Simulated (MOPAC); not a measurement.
Input file for MOPAC: PM3 on Br2ClH (a complex), monomers drawn apart or pushed together.

```
PM3 1SCF PRECISE CHARGE=0 THREADS=1
Br2ClH

Cl    -0.08714203 1    -0.25780912 1     0.07877277 1
H      0.95875619 1     0.48574338 1     0.07410081 1
Br     0.00187435 1     0.12335332 1     5.30026523 1
Br    -0.11046599 1    -0.09739067 1     2.98653104 1
```

It printed:

```
*******************************************************************************
 **                                                                           **
 **                              MOPAC v23.2.5                                **
 **                                                                           **
 *******************************************************************************
 ** MOPAC's Digital Object Identifier: https://doi.org/10.5281/zenodo.6511958 **
 **                                                                           **
 ** Please cite the open-source release paper for use of this MOPAC version:  **
 ** J. E. Moussa and J. J. P. Stewart (2026)                                  **
 ** MOPAC: An open-source semiempirical molecular orbital program             **
 ** J. Open Source Softw., 11(119), 8025, https://doi.org/10.21105/joss.08025 **
 *******************************************************************************

                              PM3 CALCULATION RESULTS

 *******************************************************************************
 *  PM3        - The PM3 Hamiltonian to be used
 *
 *
 *
 *                 CHARGE ON SYSTEM = 0
 *
 *
 *
 *  PRECISE    - TIGHTER CRITERIA TO BE USED
 *  1SCF       - DO 1 SCF AND THEN STOP
 *  THREADS=1  - MULTI-THREADING NOT USED
 *  T=         - A TIME OF 172800.0 SECONDS REQUESTED
 *  DUMP=N     - RESTART FILE WRITTEN EVERY 7200.0 SECONDS REQUESTED
 *******************************************************************************
PM3 1SCF PRECISE CHARGE=0 THREADS=1
 Br2ClH

   ATOM   CHEMICAL          X               Y               Z
  NUMBER   SYMBOL      (ANGSTROMS)     (ANGSTROMS)     (ANGSTROMS)

     1      Cl         -0.08714203  *  -0.25780912  *   0.07877277  *
     2       H          0.95875619  *   0.48574338  *   0.07410081  *
     3      Br          0.00187435  *   0.12335332  *   5.30026523  *
     4      Br         -0.11046599  *  -0.09739067  *   2.98653104  *



          CARTESIAN COORDINATES

    NO.       ATOM           X           Y           Z

     1        Cl         -0.0871     -0.2578      0.0788
     2         H          0.9588      0.4857      0.0741
     3        Br          0.0019      0.1234      5.3003
     4        Br         -0.1105     -0.0974      2.9865

  H: (PM3): J. J. P. STEWART, J. COMP. CHEM. 10, 209 (1989).
 Cl: (PM3): J. J. P. STEWART, J. COMP. CHEM. 10, 209 (1989).
 Br: (PM3): J. J. P. STEWART, J. COMP. CHEM. 10, 209 (1989).

           Empirical Formula: H Cl Br2  =     4 atoms



      MOLECULAR POINT GROUP   :   Cs


      RHF CALCULATION, NO. OF DOUBLY OCCUPIED LEVELS = 11


 -------------------------------------------------------------------------------
 PM3 1SCF PRECISE CHARGE=0 THREADS=1
 Br2ClH



     1SCF WAS SPECIFIED, SO BFGS WAS NOT USED
     SCF FIELD WAS ACHIEVED


                              PM3 CALCULATION
                                                       MOPAC v23.2.5 Linux




          FINAL HEAT OF FORMATION =        -17.58565 KCAL/MOL =     -73.57838 KJ/MOL


          COSMO AREA              =        125.22 SQUARE ANGSTROMS
          COSMO VOLUME            =        108.74 CUBIC ANGSTROMS

          IONIZATION POTENTIAL    =         11.052482 EV
          HOMO LUMO ENERGIES (EV) =        -11.052 -2.854
          NO. OF FILLED LEVELS    =         11
          MOLECULAR WEIGHT        =        196.2689         POINT GROUP:  Cs

          MOLECULAR DIMENSIONS (Angstroms)

            Atom       Atom       Distance
           Br     3    H     2     5.32539
            H     2   Cl     1     1.26004
           Br     4   Cl     1     0.00000


          SCF CALCULATIONS        =          1





   ATOM   CHEMICAL          X               Y               Z
  NUMBER   SYMBOL      (ANGSTROMS)     (ANGSTROMS)     (ANGSTROMS)

     1      Cl         -0.08714203  *  -0.25780912  *   0.07877277  *
     2       H          0.95875619  *   0.48574338  *   0.07410081  *
     3      Br          0.00187435  *   0.12335332  *   5.30026523  *
     4      Br         -0.11046599  *  -0.09739067  *   2.98653104  *

                             CARTESIAN COORDINATES

   1   Cl       -0.087142030    -0.257809120     0.078772770
   2    H        0.958756190     0.485743380     0.074100810
   3   Br        0.001874350     0.123353320     5.300265230
   4   Br       -0.110465990    -0.097390670     2.986531040


           Empirical Formula: H Cl Br2  =     4 atoms



      MOLECULAR POINT GROUP   :   Cs


                  EIGENVALUES
 -55.95125 -22.43700 -21.90541 -15.33526 -14.21315 -12.51350 -12.50100 -11.51455
 -11.36843 -11.07437 -11.05248  -2.85437   1.04524


              NET ATOMIC CHARGES AND DIPOLE CONTRIBUTIONS

  ATOM NO.   TYPE          CHARGE      No. of ELECS.   s-Pop       p-Pop
    1         Cl          -0.066923        7.0669     1.96742     5.09950
    2          H           0.103226        0.8968     0.89677
    3         Br          -0.043345        7.0433     1.98180     5.06155
    4         Br           0.007042        6.9930     1.98391     5.00905
 DIPOLE           X         Y         Z       TOTAL
 POINT-CHG.     0.499     0.295    -0.991     1.148
 HYBRID         0.633     0.450     0.009     0.777
 SUM            1.132     0.745    -0.982     1.674


          ATOMIC ORBITAL ELECTRON POPULATIONS

     Atom    s        px        py        pz
    1 Cl   1.96742   1.42549   1.70981   1.96420
    2  H   0.89677
    3 Br   1.98180   1.99778   1.99151   1.07225
    4 Br   1.98391   1.99719   1.99043   1.02143

 **********************
 *                    *
 * JOB ENDED NORMALLY *
 *                    *
 **********************




 == MOPAC DONE ==
```

The run finished.

Cost: around 0.03 core-seconds (rough).
